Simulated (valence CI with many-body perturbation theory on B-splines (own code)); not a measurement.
## E1 transitions of Tb LIII

Calculated by configuration interaction combined with many-body perturbation theory (CI+MBPT): three valence electrons over a frozen Dirac-Fock core [Ne], radial functions for each j: 11 s, 11 p, 9 d, 7 f, 5 g, 2 h, 1 i, with the one-electron correlation potential Σ1, the two-electron term Σ2, the three-electron term Σ3, Breit, model QED; selected CI, second order for the rest (own B-spline code, finite nucleus).

The last digits are not significant, and no measured levels were compared; by estimate large intervals hold to a few tenths of a per cent, small ones and those within an open d or f shell to about a per cent.

Lines 201 to 250 of 265 in falling wavelength, among levels below 971.96 eV, chosen from the strongest by gf and those to the six lowest levels. Wavelengths and rates use the calculated energies. Electric multipoles are in the length gauge, E1 and E2 with the static RPA response of the core. Weak lines are less certain than strong ones. Lines between different terms over intervals too small for the method are left out, as are lines whose strength nearly cancels. Where a level lies close to another of its J and parity, the split of strength between their lines is uncertain. The highest levels of a list are the least certain.

Levels are named by their leading jj configuration (3d3/2^4 stands for four electrons in 3d with j = 3/2), which in mixed levels can hold well under half, so a name can repeat and another be missing. Letters in brackets count levels of one name in rising energy.

```csv
λ vac (nm),Upper,Lower,A (s⁻¹),S (a.u.)
3.080,(3s 3p3/2 3d3/2) J=1/2 [b],(3s 3p1/2 3p3/2) J=3/2 [b],4.98e+09,1.44e-04
3.071,(3s 3p3/2 3d3/2) J=3/2 [b],(3s 3p1/2 3p3/2) J=5/2,2.03e+08,1.16e-05
3.060,(3s 3p3/2 3d5/2) J=5/2 [a],(3s 3p1/2 3p3/2) J=3/2 [b],5.43e+10,4.61e-03
3.047,(3s 3p3/2 3d5/2) J=3/2 [a],(3s 3p1/2 3p3/2) J=1/2,1.29e+11,7.21e-03
2.984,(3s 3p3/2 3d5/2) J=3/2 [a],(3s 3p1/2 3p3/2) J=3/2 [b],1.15e+11,6.02e-03
2.969,(3s 3p3/2 3d3/2) J=5/2 [b],(3s 3p1/2 3p3/2) J=5/2,3.62e+10,2.80e-03
2.962,(3s 3p3/2 3d3/2) J=3/2 [b],(3s 3p1/2 3p3/2) J=3/2 [a],5.22e+09,2.68e-04
2.924,(3s 3p3/2 3d5/2) J=5/2 [a],(3s 3p1/2 3p3/2) J=5/2,5.79e+10,4.29e-03
2.867,(3s 3p3/2 3d3/2) J=5/2 [b],(3s 3p1/2 3p3/2) J=3/2 [a],2.73e+08,1.91e-05
2.866,(3s 3p3/2 3d5/2) J=7/2 [a],(3s 3p1/2 3p3/2) J=5/2,7.99e+10,7.43e-03
2.855,(3s 3p3/2 3d5/2) J=3/2 [a],(3s 3p1/2 3p3/2) J=5/2,6.16e+07,2.83e-06
2.845,(3s 3p1/2 3d5/2) J=3/2,(3s 3p1/2^2) J=1/2,1.84e+11,8.37e-03
2.842,(3s 3p3/2 3d3/2) J=1/2 [b],(3s 3p1/2 3p3/2) J=3/2 [a],4.81e+08,1.09e-05
2.830,(3s 3p3/2 3d5/2) J=1/2,(3s 3p1/2 3p3/2) J=3/2 [b],4.91e+10,1.10e-03
2.825,(3s 3p3/2 3d5/2) J=5/2 [a],(3s 3p1/2 3p3/2) J=3/2 [a],1.79e+09,1.20e-04
2.777,(3s 3p3/2 3d5/2) J=3/2 [b],(3s 3p1/2 3p3/2) J=3/2 [b],1.03e+08,4.34e-06
2.768,(3s 3p3/2 3d5/2) J=7/2 [b],(3s 3p1/2 3p3/2) J=5/2,5.10e+09,4.27e-04
2.763,(3s 3p3/2 3d5/2) J=5/2 [b],(3s 3p1/2 3p3/2) J=3/2 [b],2.06e+10,1.29e-03
2.760,(3s 3p3/2 3d5/2) J=3/2 [a],(3s 3p1/2 3p3/2) J=3/2 [a],2.23e+10,9.27e-04
2.697,(3p1/2^2 3d3/2) J=3/2,(3s^2 3p3/2) J=3/2,3.41e+08,1.32e-05
2.664,(3s 3p3/2 3d5/2) J=3/2 [b],(3s 3p1/2 3p3/2) J=5/2,1.61e+10,6.01e-04
2.652,(3s 3p3/2 3d5/2) J=5/2 [b],(3s 3p1/2 3p3/2) J=5/2,1.43e+10,7.89e-04
2.627,(3s 3p3/2 3d5/2) J=1/2,(3s 3p1/2 3p3/2) J=3/2 [a],8.52e+08,1.52e-05
2.581,(3s 3p3/2 3d5/2) J=3/2 [b],(3s 3p1/2 3p3/2) J=3/2 [a],1.61e+09,5.48e-05
2.569,(3s 3p3/2 3d5/2) J=5/2 [b],(3s 3p1/2 3p3/2) J=3/2 [a],8.98e+09,4.51e-04
2.404,(3p1/2^2 3d5/2) J=5/2,(3s^2 3p3/2) J=3/2,4.37e+07,1.80e-06
2.309,(3p1/2 3p3/2^2) J=3/2,(3s 3p1/2^2) J=1/2,7.30e+08,1.78e-05
2.264,(3s 3p3/2^2) J=1/2,(3s^2 3p1/2) J=1/2,5.29e+09,6.06e-05
2.260,(3p3/2^3) J=3/2,(3s 3p1/2 3p3/2) J=3/2 [b],6.94e+08,1.58e-05
2.254,(3p1/2 3p3/2^2) J=1/2,(3s 3p1/2^2) J=1/2,3.97e+09,4.48e-05
2.240,(3s 3p3/2^2) J=3/2,(3s^2 3p1/2) J=1/2,6.98e+08,1.55e-05
2.199,(3s 3p3/2 3d3/2) J=3/2 [a],(3s 3p1/2^2) J=1/2,1.02e+09,2.14e-05
2.194,(3s 3p3/2 3d3/2) J=1/2 [a],(3s 3p1/2^2) J=1/2,6.66e+08,6.94e-06
2.185,(3p3/2^3) J=3/2,(3s 3p1/2 3p3/2) J=5/2,1.96e+09,4.04e-05
2.129,(3p3/2^3) J=3/2,(3s 3p1/2 3p3/2) J=3/2 [a],1.78e+08,3.39e-06
2.098,(3s 3p3/2 3d3/2) J=3/2 [b],(3s 3p1/2^2) J=1/2,2.69e+07,4.90e-07
2.038,(3s 3p3/2 3d3/2) J=1/2 [b],(3s 3p1/2^2) J=1/2,1.99e+08,1.66e-06
1.995,(3s 3p3/2 3d5/2) J=3/2 [a],(3s 3p1/2^2) J=1/2,8.98e+08,1.41e-05
1.954,(3p1/2 3p3/2 3d3/2) J=5/2 [a],(3s^2 3p3/2) J=3/2,7.64e+06,1.69e-07
1.925,(3s 3p3/2 3d5/2) J=1/2,(3s 3p1/2^2) J=1/2,3.12e+09,2.19e-05
1.900,(3s 3p3/2 3d5/2) J=3/2 [b],(3s 3p1/2^2) J=1/2,8.86e+08,1.20e-05
1.888,(3p1/2^2 3d3/2) J=3/2,(3s^2 3p1/2) J=1/2,3.25e+07,4.31e-07
1.859,(3p1/2 3p3/2 3d3/2) J=3/2 [b],(3s^2 3p3/2) J=3/2,2.53e+07,3.21e-07
1.856,(3p1/2 3p3/2 3d3/2) J=5/2 [b],(3s^2 3p3/2) J=3/2,8.64e+06,1.64e-07
1.847,(3p1/2 3p3/2 3d3/2) J=1/2 [b],(3s^2 3p3/2) J=3/2,7.80e+07,4.85e-07
1.785,(3s 3d3/2^2) J=3/2,(3s^2 3p3/2) J=3/2,2.81e+07,3.15e-07
1.783,(3p1/2 3p3/2 3d5/2) J=3/2 [a],(3s^2 3p3/2) J=3/2,3.50e+07,3.91e-07
1.756,(3s 3d3/2^2) J=5/2,(3s^2 3p3/2) J=3/2,3.10e+08,4.97e-06
1.716,(3s 3d3/2^2) J=1/2,(3s^2 3p3/2) J=3/2,6.29e+07,3.14e-07
1.714,(3p1/2 3p3/2 3d5/2) J=3/2 [b],(3s^2 3p3/2) J=3/2,4.53e+07,4.50e-07
```
